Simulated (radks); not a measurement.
Values are calculated unless marked as measured or tabulated.
Charge is removed step by step from the 3d level of Se, starting from [Ar] 3d10 4s2 4p4. Level of theory: scalar-relativistic Kohn-Sham, PBE, spin-unpolarised, spherical densities, point nucleus (a radial shooting solver on a logarithmic mesh with Libxc functionals).

removed (e)  E - E(0) (eV)  eigenvalue (eV)  E minus straight line (eV)
0                    0.000          -53.125                       0.000
0.25                13.935          -58.427                      -2.087
0.5                 29.226          -63.963                      -2.820
0.75                45.927          -69.713                      -2.141
1                   64.091          -75.665                       0.000

Removing the whole electron costs 64.091 eV by Delta-SCF, against 53.125 eV from minus the eigenvalue at the starting occupation. Slater's transition state (half an electron removed) gives 63.963 eV. Integrating minus the eigenvalue over the occupation (Janak's theorem) gives 64.106 eV. In this scalar-relativistic scheme the density is built from large components alone, so the theorem holds only approximately. The mean slope of the eigenvalue, de/dn, is 22.5 eV per electron.
